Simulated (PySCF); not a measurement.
Cost of response and excited-state runs on `C=C1C=C/C1=C/C1CC1`, C$_{9}$H$_{10}$

Molfile (atoms numbered from 1):
```
C9H10
     RDKit          3D

 19 20  0  0  0  0  0  0  0  0999 V2000
    2.0959   -1.2792    0.9833 C   0  0  0  0  0  0  0  0  0  0  0  0
    1.9851   -0.1210    0.3567 C   0  0  0  0  0  0  0  0  0  0  0  0
    2.9326    0.9271   -0.0622 C   0  0  0  0  0  0  0  0  0  0  0  0
    1.9498    1.6989   -0.5754 C   0  0  0  0  0  0  0  0  0  0  0  0
    0.8989    0.7324   -0.2233 C   0  0  0  0  0  0  0  0  0  0  0  0
   -0.4185    0.6856   -0.3923 C   0  0  0  0  0  0  0  0  0  0  0  0
   -1.2960   -0.4130    0.0242 C   0  0  0  0  0  0  0  0  0  0  0  0
   -2.6979   -0.1059    0.4869 C   0  0  0  0  0  0  0  0  0  0  0  0
   -2.4853   -0.7675   -0.8335 C   0  0  0  0  0  0  0  0  0  0  0  0
    3.0588   -1.6456    1.3006 H   0  0  0  0  0  0  0  0  0  0  0  0
    1.2483   -1.9035    1.2056 H   0  0  0  0  0  0  0  0  0  0  0  0
    3.9990    1.0178    0.0220 H   0  0  0  0  0  0  0  0  0  0  0  0
    1.9209    2.6566   -1.0612 H   0  0  0  0  0  0  0  0  0  0  0  0
   -0.9071    1.5190   -0.8840 H   0  0  0  0  0  0  0  0  0  0  0  0
   -0.7897   -1.2314    0.5155 H   0  0  0  0  0  0  0  0  0  0  0  0
   -3.1006   -0.6902    1.3002 H   0  0  0  0  0  0  0  0  0  0  0  0
   -3.0109    0.9271    0.4964 H   0  0  0  0  0  0  0  0  0  0  0  0
   -2.6516   -0.1875   -1.7288 H   0  0  0  0  0  0  0  0  0  0  0  0
   -2.7417   -1.8106   -0.9381 H   0  0  0  0  0  0  0  0  0  0  0  0
  1  2  2  0
  2  3  1  0
  3  4  2  0
  4  5  1  0
  5  6  2  0
  6  7  1  0
  7  8  1  0
  8  9  1  0
  5  2  1  0
  9  7  1  0
  1 10  1  0
  1 11  1  0
  3 12  1  0
  4 13  1  0
  6 14  1  0
  7 15  1  0
  8 16  1  0
  8 17  1  0
  9 18  1  0
  9 19  1  0
M  END
```

PySCF with density fitting, on 1 thread of an Arm Neoverse V2, shared host. Command: `OMP_NUM_THREADS=1 python excited_run.py task.json out`

Problem. How long does each of these runs take, and how much memory?
- first hyperpolarisability, CAM-B3LYP/def2-SVPD; wavelengths [1064, 800] nm
- excited states, PBE0/def2-SVPD; Tamm-Dancoff; spin-orbit couplings; 5 states; 4 triplets; quadratic response for 4 states

Solution. 
| run | level | basis functions | wall time | peak memory (GiB) |
| --- | --- | --- | --- | --- |
| first hyperpolarisability | CAM-B3LYP/def2-SVPD | 260 | 74 s | 1.3 |
| excited states | PBE0/def2-SVPD | 260 | 55 s | 1 |

Times from a shared host are rough.
